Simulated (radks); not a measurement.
The numbers below are computed, except where a source is named.
Species: the lanthanum ion La+. Configuration: [Xe] 5d2. Level of theory: Dirac Kohn-Sham, HCTH/407, spin-unpolarised, spherical densities, point nucleus; open shells are shared between the two j in proportion to 2j + 1 (a radial shooting solver on a logarithmic mesh with Libxc functionals).

Unscreened Slater integrals over Kohn-Sham orbitals (eV). Large and small components are both included.

integral          value
F0(5d5/2,5d5/2)  8.4418
F2(5d5/2,5d5/2)  4.2637
F4(5d5/2,5d5/2)  2.7741
F0(5d5/2,5d3/2)  8.5256
F2(5d5/2,5d3/2)  4.3083
G2(5d5/2,5d3/2)  4.3069
G4(5d5/2,5d3/2)  2.8036
F0(5d5/2,5p3/2)  10.095
F2(5d5/2,5p3/2)  4.6461
G1(5d5/2,5p3/2)  5.2856
G3(5d5/2,5p3/2)  3.2483
F0(5d5/2,5p1/2)  10.206
G3(5d5/2,5p1/2)  3.0709
F0(5d3/2,5d3/2)  8.6120
F2(5d3/2,5d3/2)  4.3564
F0(5d3/2,5p3/2)  10.242
F2(5d3/2,5p3/2)  4.7703
G1(5d3/2,5p3/2)  5.4969
G3(5d3/2,5p3/2)  3.3773
F0(5d3/2,5p1/2)  10.359
G1(5d3/2,5p1/2)  5.2009
F0(5p3/2,5p3/2)  13.393
F2(5p3/2,5p3/2)  7.2238
F0(5p3/2,5p1/2)  13.684
G2(5p3/2,5p1/2)  7.3366
F0(5p1/2,5p1/2)  14.001
